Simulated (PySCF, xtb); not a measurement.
B(H)(vinyl)(NH2) (C2H6BN), SMILES C=CBN.

GFN2-xTB in xtb at its own geometry gives an orbital gap of 4.46 eV and a dipole moment of 1.91 D.

Geometry optimised at ωB97X-D3(BJ)/def2-SVP. One conformer was computed; it need not be the lowest.

Question: What does PBE/def2-TZVP run with PySCF give? (The exact figures need the calculation; the answer reports its results.)

Answer: gap 4.69 eV (levels -6.36 and -1.67 eV), dipole 1.68 D.
